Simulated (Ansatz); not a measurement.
Molecular dynamics of ClGaH2O

input.yaml

```yaml
crystal:
  periodic: [false, false, false]
  atoms:
    - { symbol: Ga, position_ang: [-0.113897, -0.067577, -0.096496] }
    - { symbol: Cl, position_ang: [0.206121, -0.147513, 2.048] }
    - { symbol: O, position_ang: [1.32168, -0.403368, -1.116177] }
    - { symbol: H, position_ang: [2.117962, -0.591618, -0.584164] }
    - { symbol: H, position_ang: [-1.491367, 0.258176, -0.741063] }
basis:
  gaussian: { orbitals: def2-SVP }
hamiltonian:
  xc: pbe
md:
  timestep: 3.0
  n_steps: 40
  ensemble: nvt_nose_hoover
  temperature: 700.0
  initial_velocities: maxwell_boltzmann
  seed: 113471
```

Run as:

```bash
$ ansatz run input.yaml --threads 1 --pin off --max-ram 2048MiB --backend cpu --events-out ev --progress --plain --runs-dir out
```

It starts from a relaxed structure.

Output, in part (step lines, the closing report, with atoms numbered from 0):

```
md step     0: t =     0.00 fs  T =   700.0 K  F+E_penalty+E_count = -66954.83619340 eV  E_kin = 0.271446 eV  conserved = -66954.56474740 eV  (25 SCF iters)
md step     1: t =     3.00 fs  T =   575.9 K  F+E_penalty+E_count = -66954.77024361 eV  E_kin = 0.223328 eV  conserved = -66954.54692408 eV  (27 SCF iters)
md step     2: t =     6.00 fs  T =   429.8 K  F+E_penalty+E_count = -66954.67603905 eV  E_kin = 0.166652 eV  conserved = -66954.50946403 eV  (27 SCF iters)
md step     3: t =     9.00 fs  T =   235.2 K  F+E_penalty+E_count = -66954.48897456 eV  E_kin = 0.091207 eV  conserved = -66954.39797478 eV  (27 SCF iters)
md step     4: t =    12.00 fs  T =   178.3 K  F+E_penalty+E_count = -66954.52377019 eV  E_kin = 0.069151 eV  conserved = -66954.45500181 eV  (27 SCF iters)
md step     5: t =    15.00 fs  T =   253.7 K  F+E_penalty+E_count = -66954.45920011 eV  E_kin = 0.098377 eV  conserved = -66954.36150650 eV  (27 SCF iters)
md step     6: t =    18.00 fs  T =   381.0 K  F+E_penalty+E_count = -66954.65087762 eV  E_kin = 0.147760 eV  conserved = -66954.50438470 eV  (27 SCF iters)
md step     7: t =    21.00 fs  T =   342.6 K  F+E_penalty+E_count = -66954.66509862 eV  E_kin = 0.132857 eV  conserved = -66954.53429199 eV  (28 SCF iters)
md step     8: t =    24.00 fs  T =   310.5 K  F+E_penalty+E_count = -66954.67253634 eV  E_kin = 0.120400 eV  conserved = -66954.55501469 eV  (27 SCF iters)
md step     9: t =    27.00 fs  T =   173.0 K  F+E_penalty+E_count = -66954.60642259 eV  E_kin = 0.067081 eV  conserved = -66954.54292705 eV  (25 SCF iters)
md step    10: t =    30.00 fs  T =   153.5 K  F+E_penalty+E_count = -66954.58081113 eV  E_kin = 0.059520 eV  conserved = -66954.52544654 eV  (25 SCF iters)
md step    11: t =    33.00 fs  T =   187.3 K  F+E_penalty+E_count = -66954.48461504 eV  E_kin = 0.072617 eV  conserved = -66954.41684824 eV  (27 SCF iters)
md step    12: t =    36.00 fs  T =   399.7 K  F+E_penalty+E_count = -66954.47034385 eV  E_kin = 0.154980 eV  conserved = -66954.32157369 eV  (27 SCF iters)
md step    13: t =    39.00 fs  T =   527.6 K  F+E_penalty+E_count = -66953.85632710 eV  E_kin = 0.204575 eV  conserved = -66953.66026412 eV  (28 SCF iters)
md step    14: t =    42.00 fs  T =  1839.7 K  F+E_penalty+E_count = -66954.62009762 eV  E_kin = 0.713407 eV  conserved = -66953.92108398 eV  (28 SCF iters)
md step    15: t =    45.00 fs  T = 87988.4 K  F+E_penalty+E_count = -66947.67092422 eV  E_kin = 34.120150 eV  conserved = -66912.76238207 eV  (54 SCF iters)
md step    16: t =    48.00 fs  T = 318250.8 K  F+E_penalty+E_count = -66947.80456482 eV  E_kin = 123.411307 eV  conserved = -66790.15993364 eV  (51 SCF iters)
md step    17: t =    51.00 fs  T = 153087.2 K  F+E_penalty+E_count = -66947.74113566 eV  E_kin = 59.364155 eV  conserved = -66790.18154704 eV  (109 SCF iters)
md step    18: t =    54.00 fs  T = 92111.7 K  F+E_penalty+E_count = -66947.69055147 eV  E_kin = 35.719068 eV  conserved = -66790.18250392 eV  (63 SCF iters)
md step    19: t =    57.00 fs  T = 58918.7 K  F+E_penalty+E_count = -66947.64669804 eV  E_kin = 22.847481 eV  conserved = -66790.18387936 eV  (39 SCF iters)
md step    20: t =    60.00 fs  T = 37419.4 K  F+E_penalty+E_count = -66947.60696943 eV  E_kin = 14.510484 eV  conserved = -66790.18367322 eV  (34 SCF iters)
md step    21: t =    63.00 fs  T = 24152.6 K  F+E_penalty+E_count = -66947.58370886 eV  E_kin = 9.365898 eV  conserved = -66790.18311050 eV  (34 SCF iters)
md step    22: t =    66.00 fs  T = 16104.4 K  F+E_penalty+E_count = -66947.58473599 eV  E_kin = 6.244977 eV  conserved = -66790.18409395 eV  (34 SCF iters)
md step    23: t =    69.00 fs  T = 11112.9 K  F+E_penalty+E_count = -66947.59856576 eV  E_kin = 4.309373 eV  conserved = -66790.18470785 eV  (34 SCF iters)
md step    24: t =    72.00 fs  T =  7912.5 K  F+E_penalty+E_count = -66947.61888318 eV  E_kin = 3.068308 eV  conserved = -66790.18537574 eV  (34 SCF iters)
md step    25: t =    75.00 fs  T =  5784.9 K  F+E_penalty+E_count = -66947.63912339 eV  E_kin = 2.243257 eV  conserved = -66790.18663829 eV  (34 SCF iters)
md step    26: t =    78.00 fs  T =  4304.7 K  F+E_penalty+E_count = -66947.64690210 eV  E_kin = 1.669295 eV  conserved = -66790.18742133 eV  (34 SCF iters)
md step    27: t =    81.00 fs  T =  3233.1 K  F+E_penalty+E_count = -66947.63846164 eV  E_kin = 1.253727 eV  conserved = -66790.18721995 eV  (34 SCF iters)
md step    28: t =    84.00 fs  T =  2447.4 K  F+E_penalty+E_count = -66947.62256029 eV  E_kin = 0.949060 eV  conserved = -66790.18679590 eV  (29 SCF iters)
md step    29: t =    87.00 fs  T =  1877.4 K  F+E_penalty+E_count = -66947.60920948 eV  E_kin = 0.728018 eV  conserved = -66790.18633476 eV  (28 SCF iters)
md step    30: t =    90.00 fs  T =  1475.0 K  F+E_penalty+E_count = -66947.60602630 eV  E_kin = 0.571982 eV  conserved = -66790.18613505 eV  (29 SCF iters)
md step    31: t =    93.00 fs  T =  1197.2 K  F+E_penalty+E_count = -66947.61482522 eV  E_kin = 0.464255 eV  conserved = -66790.18657092 eV  (29 SCF iters)
md step    32: t =    96.00 fs  T =   997.0 K  F+E_penalty+E_count = -66947.62871722 eV  E_kin = 0.386604 eV  conserved = -66790.18715867 eV  (29 SCF iters)
md step    33: t =    99.00 fs  T =   838.2 K  F+E_penalty+E_count = -66947.64004560 eV  E_kin = 0.325036 eV  conserved = -66790.18729664 eV  (31 SCF iters)
md step    34: t =   102.00 fs  T =   707.2 K  F+E_penalty+E_count = -66947.64791040 eV  E_kin = 0.274226 eV  conserved = -66790.18724272 eV  (30 SCF iters)
md step    35: t =   105.00 fs  T =   600.5 K  F+E_penalty+E_count = -66947.65422711 eV  E_kin = 0.232855 eV  conserved = -66790.18719762 eV  (30 SCF iters)
md step    36: t =   108.00 fs  T =   516.7 K  F+E_penalty+E_count = -66947.66082541 eV  E_kin = 0.200382 eV  conserved = -66790.18702594 eV  (29 SCF iters)
md step    37: t =   111.00 fs  T =   456.9 K  F+E_penalty+E_count = -66947.67054958 eV  E_kin = 0.177173 eV  conserved = -66790.18699012 eV  (29 SCF iters)
md step    38: t =   114.00 fs  T =   417.1 K  F+E_penalty+E_count = -66947.68388289 eV  E_kin = 0.161740 eV  conserved = -66790.18718278 eV  (29 SCF iters)
md step    39: t =   117.00 fs  T =   388.0 K  F+E_penalty+E_count = -66947.69820811 eV  E_kin = 0.150475 eV  conserved = -66790.18732631 eV  (29 SCF iters)
md step    40: t =   120.00 fs  T =   363.2 K  F+E_penalty+E_count = -66947.71163583 eV  E_kin = 0.140824 eV  conserved = -66790.18742735 eV  (191 SCF iters)
Total energy: -66947.71168970 eV, -2460.2830258078 hartree
Atom 0 at    -0.157338    -0.061562    -0.148773 Å, force    -0.380981     0.180020    -0.237279 eV/Å
Atom 1 at     0.278485    -0.167830     1.967770 Å, force     0.220668    -0.116211    -0.184501 eV/Å
Atom 2 at     0.306798    -0.354950    -1.811628 Å, force     0.240060    -0.099294     0.405170 eV/Å
Atom 3 at    18.793170    -1.420205    16.498505 Å, force    -0.000013    -0.000004    -0.000009 eV/Å
Atom 4 at    -1.598496     0.616727    -0.347939 Å, force    -0.079735     0.035488     0.016618 eV/Å
Dipole moment:     0.630472     0.000930     0.908602 e Å
```

All steps were run. The conserved energy changed by up to 33000 meV per atom, so the integration failed: the time step of 3 fs is too long for the fastest motions that this run met, and the later frames carry no physical meaning.

Parted: O3–H4 0.98 → 26.04 Å. It ends as ClGaHO + H. Pairs count as bonded within 1.25 times the sum of covalent radii (0.12 Å more for H–H).

Last frame:

```xyz
5
Properties=species:S:1:pos:R:3
Ga -0.157 -0.062 -0.149
Cl 0.279 -0.168 1.968
O 0.307 -0.355 -1.812
H 18.793 -1.420 16.498
H -1.599 0.617 -0.348
```

Time of the run: 65 s on 1 thread of Arm Neoverse V2, with other jobs on the host, peak memory 0.13 GiB.
